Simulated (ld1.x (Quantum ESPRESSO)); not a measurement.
Transferability test, TM potential for niobium

| Item | Value |
| --- | --- |
| Element | niobium |
| Generator | ld1.x (Quantum ESPRESSO) 7.5 |
| Type | norm-conserving Troullier–Martins (Kleinman–Bylander form) |
| Functional | PBE |
| Relativity | non-relativistic |
| Frozen core | [Ar] 3d10 |
| Valence charge | 13 |
| Reference configuration | 4s2 4p6 4d4 5s1 5p0 |
| Partial waves | 4s (bound): rc 1.60 bohr; 4p (bound): rc 2.25 bohr; 4d (bound): rc 2.00 bohr |
| Local potential | all-electron potential smoothed inside 1.30 bohr (lloc = -1) |
| Core correction | none |

Occupied shells without a wave of their own: 5s. They enter only through the test configuration that unscreens the potential.

Energies are relative to the spin-unpolarised reference configuration 4s2 4p6 4d4 5s1 5p0; without spin polarisation the order of configurations can differ from experiment.

Q: Give the all-electron excitation energy and the error of the potential for: 4s2 4p6 4d4 5s0 5p0; 4s2 4p6 4d3 5s0 5p0; 4s2 4p6 4d2 5s0 5p0; 4s2 4p6 4d4.5 5s0.5 5p0; 4s2 4p6 4d3 5s1 5p1; 4s2 4p6 4d1 5s0 5p0; 4s1 4p6 4d4 5s1 5p0.

A:

```json
{"valence configuration": "4s2 4p6 4d4 5s0 5p0", "charge": "+1", "ΔE all-electron (eV)": "6.306", "error AE − PS (meV)": "-1224"}
{"valence configuration": "4s2 4p6 4d3 5s0 5p0", "charge": "+2", "ΔE all-electron (eV)": "20.554", "error AE − PS (meV)": "-2067"}
{"valence configuration": "4s2 4p6 4d2 5s0 5p0", "charge": "+3", "ΔE all-electron (eV)": "45.622", "error AE − PS (meV)": "-3123"}
{"valence configuration": "4s2 4p6 4d4.5 5s0.5 5p0", "charge": "0", "ΔE all-electron (eV)": "0.344", "error AE − PS (meV)": "-397"}
{"valence configuration": "4s2 4p6 4d3 5s1 5p1", "charge": "0", "ΔE all-electron (eV)": "3.078", "error AE − PS (meV)": "+113"}
{"valence configuration": "4s2 4p6 4d1 5s0 5p0", "charge": "+4", "ΔE all-electron (eV)": "82.990", "error AE − PS (meV)": "-4324"}
{"valence configuration": "4s1 4p6 4d4 5s1 5p0", "charge": "+1", "ΔE all-electron (eV)": "60.984", "error AE − PS (meV)": "+384"}
```

These tests converged, but a pseudo level misses the all-electron one widely, so the file describes the atom poorly there or has found another state: 4s2 4p6 4d3 5s0 5p0: empty 5s by 2.6 eV; 4s2 4p6 4d2 5s0 5p0: empty 5s by 4.4 eV (a node warning on the way); 4s2 4p6 4d3 5s1 5p1: 5s by 1.2 eV; 4s2 4p6 4d1 5s0 5p0: empty 5s by 7.4 eV. The 5s level has no wave, so the channel is fitted at the deeper level alone: the likely source of the large errors.

The potential misses its own reference levels by up to 0.9 eV.
